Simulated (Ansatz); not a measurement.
Geometry optimisation, RHF/def2-SVP in Ansatz 0.2.0.

Input:

```yaml
crystal:
  periodic: [false, false, false]
  atoms:
    - { symbol: F, position_ang: [-0.6126, -1.5916, -1.2526] }
    - { symbol: C, position_ang: [0.2567, -0.7605, -0.6002] }
    - { symbol: C, position_ang: [0.0444, -0.9106, 0.8998] }
    - { symbol: Se, position_ang: [-1.4026, 0.1352, 1.5016] }
    - { symbol: B, position_ang: [-0.9698, 1.4775, 0.1112] }
    - { symbol: B, position_ang: [0.0024, 0.7789, -0.9735] }
    - { symbol: Cl, position_ang: [1.2869, 1.7471, -1.8925] }
    - { symbol: H, position_ang: [-0.27917, 0.29383, -2.0003] }
    - { symbol: H, position_ang: [0.9828, -0.5167, 1.485] }
    - { symbol: H, position_ang: [-0.06, -1.9803, 1.2014] }
    - { symbol: H, position_ang: [-0.7862, 2.6114, 0.4457] }
basis:
  gaussian: { orbitals: def2-SVP }
hamiltonian:
  xc: hf
relax:
  f_tol: 0.02
  max_steps: 50
```

Command:

```bash
$ ansatz run input.yaml --threads 2 --pin off --max-ram 3072MiB --backend cpu --events-out ev --progress --plain --runs-dir out
```

**Question.** Where does it end, and by what steps?

**Answer.** It converged. After 35 steps the energy has fallen by 5.486 eV; H11 moved furthest, 1.66 Å. Parted: B5–B6 (1.62 → 2.66 Å). Joined: C2–B5 (2.65 → 1.61 Å).

| step | energy less start (eV) | largest force component (eV/Å) | accepted |
| --- | --- | --- | --- |
| 0 | 0.0000 | 5.957 | yes |
| 2 | -3.2706 | 2.450 | yes |
| 4 | -3.8616 | 1.189 | yes |
| 6 | -4.0456 | 0.449 | yes |
| 8 | -4.0857 | 0.143 | yes |
| 10 | -4.1002 | 0.211 | yes |
| 12 | -4.1164 | 0.507 | yes |
| 14 | -4.1318 | 0.706 | yes |
| 16 | -4.1454 | 0.094 | yes |
| 18 | -4.1588 | 0.338 | yes |
| 20 | -4.2217 | 0.895 | yes |
| 22 | -4.6267 | 1.831 | yes |
| 24 | -5.1321 | 1.796 | yes |
| 26 | -5.3924 | 0.821 | yes |
| 28 | -5.4694 | 0.285 | yes |
| 30 | -5.4831 | 0.192 | yes |
| 32 | -5.4859 | 0.081 | yes |
| 34 | -5.4863 | 0.036 | yes |
| 35 | -5.4863 | 0.016 | yes |

```xyz
11
Properties=species:S:1:pos:R:3
F -1.270 -1.022 -1.041
C -0.448 -0.118 -0.392
C 0.255 -0.780 0.820
Se -0.395 0.554 2.136
B -1.282 0.952 0.479
B 0.487 0.570 -1.466
Cl 1.860 1.561 -0.984
H 0.254 0.463 -2.629
H 1.339 -0.852 0.782
H -0.178 -1.754 1.025
H -2.157 1.710 0.196
```

Whether the end is a true minimum wasn't checked by a vibrational analysis.

Run time: 88 s on 2 threads of Intel(R) Xeon(R) 6975P-C (Granite Rapids) (shared host), peak memory 0.45 GiB.
